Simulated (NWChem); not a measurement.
System: hydrogen telluride (H₂Te); SMILES [TeH2]

The following NWChem deck was run.

```
start job
memory heap 200 mb stack 900 mb global 1100 mb
geometry units angstroms noautoz
  Te     0.000000     0.000000     0.037872
  H      0.000000    -1.178491    -1.135270
  H      0.000000     1.178491    -1.135270
end
basis spherical
  * library def2-svp
end
ecp
  Te library def2-ecp
end
dft
  xc xwpbe 1.00 cpbe96 1.0 hfexch 1.00
  cam 0.2 cam_alpha 0.0 cam_beta 1.0
  iterations 150
  vectors input atomic output neutral.movecs
end
task dft energy
charge 1
dft
  odft
  mult 2
  vectors input atomic output cation.movecs
end
task dft energy
```

The geometry was optimised at PBE0/def2-SVP. def2 effective core potentials on Te; no spin-orbit coupling.

Ions are spin-unrestricted doublets at the neutral geometry; other ion states weren't tried. Functional: LC-ωPBE (HJS hole) with def2-SVP; the question gives the range parameter ω in 1/bohr.

**Question.** What results follow from this input? (LC-wPBE (HJS exchange hole, range parameter 0.2 per bohr)/def2-SVP with def2 effective core potentials on Te, vertical spin-unrestricted ions.) Quantities: vertical ionisation energy, ΔSCF (eV); −ε(HOMO) (eV).

**Answer.** 
```
Property                               Result
-------------------------------------  ------
vertical ionisation energy, ΔSCF (eV)    8.93
−ε(HOMO) (eV)                            7.91
```
